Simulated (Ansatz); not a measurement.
`O/C=N/[SiH3]` + `[AsH3]` → `[SiH3][AsH2]` + `N=CO` at 298.15 K and 1 bar (ligand exchange at the Si–N bond).

Isolated molecules relaxed with PBE0-D4/def2-TZVP in Ansatz; ΔE leaves out vibrations. CCSD(T)/CBS adds triple-zeta CCSD(T) − MP2 to the extrapolated MP2 energy (def2 sets, frozen cores). This one scheme is used for every species. For As outer-core shells are correlated without core-valence functions, which leaves a few kJ/mol of doubt a bond. Scalar relativity is left out up to krypton. One conformer a species, not always the lowest.

| species | CCSD(T)/CBS energy (Eh) | H − E (kJ/mol) | S (J/(mol·K)) |
| --- | --- | --- | --- |
| `O/C=N/[SiH3]` | -460.01548 | 178.5 | 305.9 |
| `[AsH3]` | -2236.79077 | 67.8 | 222.9 |
| `[SiH3][AsH2]` | -2527.08228 | 120.7 | 293.4 |
| `N=CO` | -169.71775 | 133.0 | 250.2 |

H − E and S are ideal-gas, rigid-rotor, harmonic terms from PBE0-D4/def2-TZVP, for one conformer and one mirror image of each species. 1 Eh = 2625.50 kJ/mol, R = 8.31446 J/(mol·K).

Task: By hand: ΔE, ΔH, ΔS and ΔG.

Result: ΔE = (-2527.08228) + (-169.71775) − (-460.01548) − (-2236.79077) = 0.00622 Eh = 16.3 kJ/mol. Δ(H − E) = 120.7 + 133.0 − 178.5 − 67.8 = 7.4, so ΔH = 23.7 kJ/mol. ΔS = 293.4 + 250.2 − 305.9 − 222.9 = 14.8 J/(mol·K). ΔG = 23.7 − 298.15 × (14.8)/1000 = 19.3 kJ/mol.

Task: By hand: the equilibrium constant, and the temperature at which ΔG would vanish if ΔH and ΔS stayed fixed.

Result: log₁₀ K = −ΔG/(RT ln 10) = -3.4. ΔG = 0 at ΔH/ΔS = 1601 K, though so small a ΔS makes that figure unsure.

The number of gas molecules stays the same, so ΔS is small and ΔH decides. A doubt of 5 kJ/mol in ΔE shifts log₁₀ K by 0.9 here. Other conformers and mirror images would add mixing entropy, several J/(mol·K) or more a flexible species. These are equilibria of isolated gas molecules and say nothing of rates. Largest T1 diagnostic: 0.014 (customary marks: 0.02 for closed shells, 0.045 for open ones).
